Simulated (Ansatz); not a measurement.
## Molecular dynamics of BH$_{4}$NO$_{2}$

Input:

```yaml
crystal:
  periodic: [false, false, false]
  atoms:
    - { symbol: B, position_ang: [0.046077, -0.151352, -0.065465] }
    - { symbol: O, position_ang: [-0.042642, 0.260277, 1.259305] }
    - { symbol: H, position_ang: [-0.928153, 0.146812, 1.638746] }
    - { symbol: "N", position_ang: [1.287288, 0.014949, -0.72835] }
    - { symbol: H, position_ang: [1.435138, -0.278423, -1.690268] }
    - { symbol: H, position_ang: [2.096778, 0.427718, -0.272789] }
    - { symbol: O, position_ang: [-1.002949, -0.713203, -0.783909] }
    - { symbol: H, position_ang: [-1.808037, -0.834878, -0.256669] }
basis:
  gaussian: { orbitals: def2-SVP }
hamiltonian:
  xc: pbe
  dispersion: d4
md:
  timestep: 0.5
  n_steps: 90
  ensemble: nve_milne
  temperature: 400.0
  initial_velocities: maxwell_boltzmann
  seed: 343456
```

Launched with:

```bash
$ ansatz run input.yaml --threads 1 --pin off --max-ram 2048MiB --backend cpu --events-out ev --progress --plain --runs-dir out
```

It starts from a relaxed structure.

Output, in part (step lines, the closing report, with atoms numbered from 0):

```
md step     0: t =     0.00 fs  T =   400.0 K  F+E_penalty+E_count = -6317.50969177 eV  E_kin = 0.310224 eV  conserved = -6317.19946777 eV  (24 SCF iters)
[... lines left out ...]
Total energy: -6317.32171090 eV, -232.1572908411 hartree
Atom 0 at     0.030362    -0.102502    -0.070879 Å, force     0.110450    -1.045310    -0.493753 eV/Å
Atom 1 at    -0.044992     0.274205     1.229377 Å, force     0.212746     0.668064     0.987148 eV/Å
Atom 2 at    -0.812073    -0.069483     1.689062 Å, force    -0.539440    -0.245935     0.361028 eV/Å
Atom 3 at     1.273323     0.002421    -0.703664 Å, force     0.825053     0.314469    -1.804179 eV/Å
Atom 4 at     1.363348     0.066938    -1.731114 Å, force    -0.220332    -0.317737     0.592001 eV/Å
Atom 5 at     2.182339     0.028437    -0.266948 Å, force     0.153347     0.282527     0.502038 eV/Å
Atom 6 at    -0.983856    -0.749957    -0.765097 Å, force     0.133394     0.303728    -0.304600 eV/Å
Atom 7 at    -1.841055    -0.552170    -0.380514 Å, force    -0.675218     0.040195     0.160317 eV/Å
Dipole moment:    -0.188513     0.014337     0.101168 e Å
```

The steps, from the saved trajectory:

| time (fs) | T (K) | potential energy less start (eV) | conserved less start (meV/atom) |
| --- | --- | --- | --- |
| 0.0 | 400 | 0.000 | 0.00 |
| 1.5 | 321 | 0.061 | -0.01 |
| 3.0 | 290 | 0.085 | 0.00 |
| 4.5 | 289 | 0.086 | 0.01 |
| 6.0 | 182 | 0.169 | 0.00 |
| 7.5 | 170 | 0.178 | -0.01 |
| 9.0 | 218 | 0.141 | -0.02 |
| 10.5 | 141 | 0.200 | -0.01 |
| 12.0 | 137 | 0.204 | 0.00 |
| 13.5 | 170 | 0.178 | 0.01 |
| 15.0 | 97 | 0.235 | 0.00 |
| 16.5 | 112 | 0.223 | -0.01 |
| 18.0 | 186 | 0.165 | -0.01 |
| 19.5 | 151 | 0.193 | -0.01 |
| 21.0 | 177 | 0.173 | 0.00 |
| 22.5 | 230 | 0.132 | 0.01 |
| 24.0 | 175 | 0.174 | 0.00 |
| 25.5 | 180 | 0.171 | -0.01 |
| 27.0 | 232 | 0.130 | -0.01 |
| 28.5 | 194 | 0.160 | -0.01 |
| 30.0 | 212 | 0.145 | 0.00 |
| 31.5 | 267 | 0.103 | 0.00 |
| 33.0 | 231 | 0.131 | 0.00 |
| 34.5 | 238 | 0.126 | 0.00 |
| 36.0 | 282 | 0.092 | -0.01 |
| 37.5 | 234 | 0.128 | -0.01 |
| 39.0 | 217 | 0.142 | 0.00 |
| 40.5 | 236 | 0.128 | 0.00 |
| 42.0 | 176 | 0.174 | 0.00 |
| 43.5 | 144 | 0.199 | 0.00 |
| 45.0 | 158 | 0.188 | 0.00 |

The run went to its last step. The conserved energy stayed within 0.03 meV per atom of its start (net change -0.0038 meV per atom), so the integration is sound. A run of 0.045 ps of so small a system gives no equilibrium averages.

The same pairs are bonded in the first frame and the last. Pairs count as bonded within 1.25 times the sum of covalent radii (0.12 Å more for H–H).

Last frame:

```xyz
8
Properties=species:S:1:pos:R:3
B 0.030 -0.102 -0.071
O -0.045 0.274 1.229
H -0.812 -0.070 1.689
N 1.273 0.002 -0.704
H 1.363 0.067 -1.731
H 2.182 0.028 -0.267
O -0.984 -0.750 -0.765
H -1.841 -0.552 -0.381
```

Run time: 3 min on 1 thread of Intel(R) Xeon(R) Platinum 8259CL CPU @ 2.50GHz (Skylake/Cascade Lake), with other jobs on the host, peak memory 0.15 GiB.
